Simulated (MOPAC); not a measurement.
Input file for MOPAC: PM7 on Al2-, 2S+1 = 4, a spin state set in the input, which need not be the lowest, a point of a bond scan (R = 2.708 Å). Charge -1.

```
PM7 1SCF PRECISE CHARGE=-1 UHF MS=1.5 THREADS=1
Al2

Al     0.00000000 1     0.00000000 1     0.00000000 1
Al     0.00000000 1     0.00000000 1     2.70836000 1
```

It printed:

```
*******************************************************************************
 **                                                                           **
 **                              MOPAC v23.2.5                                **
 **                                                                           **
 *******************************************************************************
 ** MOPAC's Digital Object Identifier: https://doi.org/10.5281/zenodo.6511958 **
 **                                                                           **
 ** Please cite the open-source release paper for use of this MOPAC version:  **
 ** J. E. Moussa and J. J. P. Stewart (2026)                                  **
 ** MOPAC: An open-source semiempirical molecular orbital program             **
 ** J. Open Source Softw., 11(119), 8025, https://doi.org/10.21105/joss.08025 **
 *******************************************************************************

                              PM7 CALCULATION RESULTS

 *******************************************************************************
 *  PM7        - The PM7 Hamiltonian to be used
 *  UHF        - UNRESTRICTED HARTREE-FOCK CALCULATION
 *
 *
 *
 *                 CHARGE ON SYSTEM = -1
 *
 *
 *
 *  MS=        - IN MECI, MAGNETIC COMPONENT OF SPIN =  1.5
 *  PRECISE    - TIGHTER CRITERIA TO BE USED
 *  1SCF       - DO 1 SCF AND THEN STOP
 *  THREADS=1  - MULTI-THREADING NOT USED
 *  T=         - A TIME OF 172800.0 SECONDS REQUESTED
 *  DUMP=N     - RESTART FILE WRITTEN EVERY 7200.0 SECONDS REQUESTED
 *******************************************************************************
PM7 1SCF PRECISE CHARGE=-1 UHF MS=1.5 THREADS=1
 Al2

   ATOM   CHEMICAL          X               Y               Z
  NUMBER   SYMBOL      (ANGSTROMS)     (ANGSTROMS)     (ANGSTROMS)

     1      Al          0.00000000  *   0.00000000  *   0.00000000  *
     2      Al          0.00000000  *   0.00000000  *   2.70836000  *



          CARTESIAN COORDINATES

    NO.       ATOM           X           Y           Z

     1        Al          0.0000      0.0000      0.0000
     2        Al          0.0000      0.0000      2.7084

 General Reference for PM7:
 "Optimization of Parameters for Semiempirical Methods VI: More Modifications to the
 NDDO Approximations and Re-optimization of Parameters", J. J. P. Stewart, J. Mol. Mod., 1:32, 19 (2013)
 https://link.springer.com/article/10.1007/s00894-012-1667-x

           Empirical Formula: Al2  =     2 atoms



      MOLECULAR POINT GROUP   :   D*h


          UHF CALCULATION, NO. OF ALPHA ELECTRONS =    5
                           NO. OF BETA  ELECTRONS =    2

 -------------------------------------------------------------------------------
 PM7 1SCF PRECISE CHARGE=-1 UHF MS=1.5 THREADS=1
 Al2



     1SCF WAS SPECIFIED, SO BFGS WAS NOT USED
     SCF FIELD WAS ACHIEVED


                              PM7 CALCULATION
                                                       MOPAC v23.2.5 Linux




          FINAL HEAT OF FORMATION =         95.90398 KCAL/MOL =     401.26224 KJ/MOL


          COSMO AREA              =        112.82 SQUARE ANGSTROMS
          COSMO VOLUME            =        103.82 CUBIC ANGSTROMS

          IONIZATION POTENTIAL    =          6.828764 EV
          ALPHA SOMO LUMO (EV)    =         -7.302 -1.835
          BETA  SOMO LUMO (EV)    =         -6.829 -0.846
          NO. OF ALPHA ELECTRONS  =          5
          NO. OF BETA  ELECTRONS  =          2
          MOLECULAR WEIGHT        =         53.9631         POINT GROUP:  D*h

          MOLECULAR DIMENSIONS (Angstroms)

            Atom       Atom       Distance
           Al     2   Al     1     2.70836
           Al     2   Al     1     0.00000
           Al     1   Al     2     0.00000


          SCF CALCULATIONS        =          1





   ATOM   CHEMICAL          X               Y               Z
  NUMBER   SYMBOL      (ANGSTROMS)     (ANGSTROMS)     (ANGSTROMS)

     1      Al          0.00000000  *   0.00000000  *   0.00000000  *
     2      Al          0.00000000  *   0.00000000  *   2.70836000  *

                             CARTESIAN COORDINATES

   1   Al        0.000000000     0.000000000     0.000000000
   2   Al        0.000000000     0.000000000     2.708360000


           Empirical Formula: Al2  =     2 atoms



      MOLECULAR POINT GROUP   :   D*h


          ALPHA EIGENVALUES
  -9.87541  -9.19375  -8.38211  -7.52454  -7.30178  -1.83528  -0.31662   1.59297
  15.47284  16.08580  16.21445  18.74247  18.77858  20.90781  20.91880  24.77653
  25.15576  25.64101


           BETA EIGENVALUES
  -8.83981  -6.82876  -0.84554  -0.22415   0.31609   0.66840   1.02712   3.50428
  16.90556  17.42781  17.67427  20.55608  20.64789  22.72332  22.72862  25.69997
  26.04159  26.37990


              NET ATOMIC CHARGES AND DIPOLE CONTRIBUTIONS

  ATOM NO.   TYPE          CHARGE      No. of ELECS.   s-Pop       p-Pop       d-Pop
    1         Al          -0.500163        3.5002     0.52979     2.89308     0.07729
    2         Al          -0.499837        3.4998     0.52997     2.89256     0.07731
 DIPOLE           X         Y         Z       TOTAL
 POINT-CHG.     0.000     0.000     0.002     0.002
 HYBRID        -0.000     0.000    -0.000     0.000
 SUM           -0.000     0.000     0.002     0.002


          ATOMIC ORBITAL ELECTRON POPULATIONS

     Atom    s        px        py        pz      x^2-y^2     xz        z^2       yz        xy
    1 Al   0.52979   0.97750   0.98332   0.93225   0.00010   0.02260   0.03683   0.01673   0.00102
    2 Al   0.52997   0.97729   0.98321   0.93207   0.00010   0.02261   0.03684   0.01674   0.00102


                    (SZ)    =    1.500000
                    (S**2)  =    4.097786


          ATOMIC ORBITAL SPIN POPULATIONS

    Atom   Total    s     px     py     pz   x^2-y^2  xz     z^2    yz     xy
         Atomic
    1 Al  1.5001  0.511  0.354  0.648  0.013  0.000 -0.004 -0.024  0.002  0.001
    2 Al  1.4999  0.511  0.353  0.648  0.012  0.000 -0.004 -0.024  0.002  0.001

 **********************
 *                    *
 * JOB ENDED NORMALLY *
 *                    *
 **********************




 == MOPAC DONE ==
```

The run finished. Its determinant has ⟨S²⟩ = 4.10, a mixture of spin states.

Cost: roughly 0.020 core-seconds.
